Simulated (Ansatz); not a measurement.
[WOCl4]- (WCl4O⁻). Total charge -1; doublet. Geometry PBE-D4/def2-SVPD.

```xyz
6

W     0.081   -0.090    0.074
O     1.061   -1.157    0.968
Cl   -0.696    1.534    1.646
Cl   -2.125   -1.002    0.185
Cl    0.121   -0.906   -2.171
Cl    1.558    1.621   -0.702
```

In the def2 sets W takes a core potential; there is no spin–orbit coupling. No other spin state of charge -1 was run.

Q: Estimate the α-spin orbital energies around the gap (eV) in Ansatz with HF/def2-TZVPD, BLYP-D4/def2-TZVPD, r2SCAN-D4/def2-TZVPD, PBE0-D4/def2-TZVPD, BHLYP-D4/def2-TZVPD.

A: 
```json
{"orbital": "HOMO−13", "HF/def2-TZVPD": "-11.35", "BLYP-D4/def2-TZVPD": "-5.95", "r2SCAN-D4/def2-TZVPD": "-6.50", "PBE0-D4/def2-TZVPD": "-7.73", "BHLYP-D4/def2-TZVPD": "-9.16"}
{"orbital": "HOMO−12", "HF/def2-TZVPD": "-11.34", "BLYP-D4/def2-TZVPD": "-5.92", "r2SCAN-D4/def2-TZVPD": "-6.49", "PBE0-D4/def2-TZVPD": "-7.68", "BHLYP-D4/def2-TZVPD": "-9.03"}
{"orbital": "HOMO−11", "HF/def2-TZVPD": "-11.33", "BLYP-D4/def2-TZVPD": "-5.51", "r2SCAN-D4/def2-TZVPD": "-6.07", "PBE0-D4/def2-TZVPD": "-7.18", "BHLYP-D4/def2-TZVPD": "-8.67"}
{"orbital": "HOMO−10", "HF/def2-TZVPD": "-10.59", "BLYP-D4/def2-TZVPD": "-5.12", "r2SCAN-D4/def2-TZVPD": "-5.78", "PBE0-D4/def2-TZVPD": "-7.07", "BHLYP-D4/def2-TZVPD": "-8.47"}
{"orbital": "HOMO−9", "HF/def2-TZVPD": "-9.59", "BLYP-D4/def2-TZVPD": "-4.58", "r2SCAN-D4/def2-TZVPD": "-5.11", "PBE0-D4/def2-TZVPD": "-6.19", "BHLYP-D4/def2-TZVPD": "-7.48"}
{"orbital": "HOMO−8", "HF/def2-TZVPD": "-9.59", "BLYP-D4/def2-TZVPD": "-4.57", "r2SCAN-D4/def2-TZVPD": "-5.11", "PBE0-D4/def2-TZVPD": "-6.19", "BHLYP-D4/def2-TZVPD": "-7.48"}
{"orbital": "HOMO−7", "HF/def2-TZVPD": "-9.10", "BLYP-D4/def2-TZVPD": "-4.03", "r2SCAN-D4/def2-TZVPD": "-4.55", "PBE0-D4/def2-TZVPD": "-5.63", "BHLYP-D4/def2-TZVPD": "-6.95"}
{"orbital": "HOMO−6", "HF/def2-TZVPD": "-8.32", "BLYP-D4/def2-TZVPD": "-3.53", "r2SCAN-D4/def2-TZVPD": "-4.03", "PBE0-D4/def2-TZVPD": "-5.06", "BHLYP-D4/def2-TZVPD": "-6.32"}
{"orbital": "HOMO−5", "HF/def2-TZVPD": "-8.32", "BLYP-D4/def2-TZVPD": "-3.52", "r2SCAN-D4/def2-TZVPD": "-4.03", "PBE0-D4/def2-TZVPD": "-5.06", "BHLYP-D4/def2-TZVPD": "-6.31"}
{"orbital": "HOMO−4", "HF/def2-TZVPD": "-8.04", "BLYP-D4/def2-TZVPD": "-3.26", "r2SCAN-D4/def2-TZVPD": "-3.77", "PBE0-D4/def2-TZVPD": "-4.78", "BHLYP-D4/def2-TZVPD": "-6.04"}
{"orbital": "HOMO−3", "HF/def2-TZVPD": "-8.04", "BLYP-D4/def2-TZVPD": "-3.22", "r2SCAN-D4/def2-TZVPD": "-3.71", "PBE0-D4/def2-TZVPD": "-4.77", "BHLYP-D4/def2-TZVPD": "-6.04"}
{"orbital": "HOMO−2", "HF/def2-TZVPD": "-8.03", "BLYP-D4/def2-TZVPD": "-3.21", "r2SCAN-D4/def2-TZVPD": "-3.71", "PBE0-D4/def2-TZVPD": "-4.77", "BHLYP-D4/def2-TZVPD": "-6.01"}
{"orbital": "HOMO−1", "HF/def2-TZVPD": "-7.50", "BLYP-D4/def2-TZVPD": "-2.62", "r2SCAN-D4/def2-TZVPD": "-3.10", "PBE0-D4/def2-TZVPD": "-4.17", "BHLYP-D4/def2-TZVPD": "-5.45"}
{"orbital": "HOMO", "HF/def2-TZVPD": "-6.64", "BLYP-D4/def2-TZVPD": "-0.70", "r2SCAN-D4/def2-TZVPD": "-1.28", "PBE0-D4/def2-TZVPD": "-2.44", "BHLYP-D4/def2-TZVPD": "-4.00"}
{"orbital": "LUMO", "HF/def2-TZVPD": "4.16", "BLYP-D4/def2-TZVPD": "1.20", "r2SCAN-D4/def2-TZVPD": "1.10", "PBE0-D4/def2-TZVPD": "1.85", "BHLYP-D4/def2-TZVPD": "2.79"}
{"orbital": "LUMO+1", "HF/def2-TZVPD": "4.43", "BLYP-D4/def2-TZVPD": "1.21", "r2SCAN-D4/def2-TZVPD": "1.11", "PBE0-D4/def2-TZVPD": "1.86", "BHLYP-D4/def2-TZVPD": "2.80"}
{"orbital": "LUMO+2", "HF/def2-TZVPD": "4.43", "BLYP-D4/def2-TZVPD": "2.11", "r2SCAN-D4/def2-TZVPD": "2.09", "PBE0-D4/def2-TZVPD": "2.69", "BHLYP-D4/def2-TZVPD": "3.37"}
{"orbital": "LUMO+3", "HF/def2-TZVPD": "4.73", "BLYP-D4/def2-TZVPD": "2.21", "r2SCAN-D4/def2-TZVPD": "2.30", "PBE0-D4/def2-TZVPD": "2.85", "BHLYP-D4/def2-TZVPD": "3.45"}
{"orbital": "LUMO+4", "HF/def2-TZVPD": "5.07", "BLYP-D4/def2-TZVPD": "2.65", "r2SCAN-D4/def2-TZVPD": "3.18", "PBE0-D4/def2-TZVPD": "3.10", "BHLYP-D4/def2-TZVPD": "3.59"}
{"orbital": "LUMO+5", "HF/def2-TZVPD": "5.37", "BLYP-D4/def2-TZVPD": "3.22", "r2SCAN-D4/def2-TZVPD": "3.77", "PBE0-D4/def2-TZVPD": "3.62", "BHLYP-D4/def2-TZVPD": "3.86"}
{"orbital": "β HOMO", "HF/def2-TZVPD": "-7.24", "BLYP-D4/def2-TZVPD": "-2.52", "r2SCAN-D4/def2-TZVPD": "-2.99", "PBE0-D4/def2-TZVPD": "-4.02", "BHLYP-D4/def2-TZVPD": "-5.24"}
{"orbital": "β LUMO", "HF/def2-TZVPD": "4.18", "BLYP-D4/def2-TZVPD": "0.38", "r2SCAN-D4/def2-TZVPD": "0.60", "PBE0-D4/def2-TZVPD": "1.21", "BHLYP-D4/def2-TZVPD": "2.14"}
```
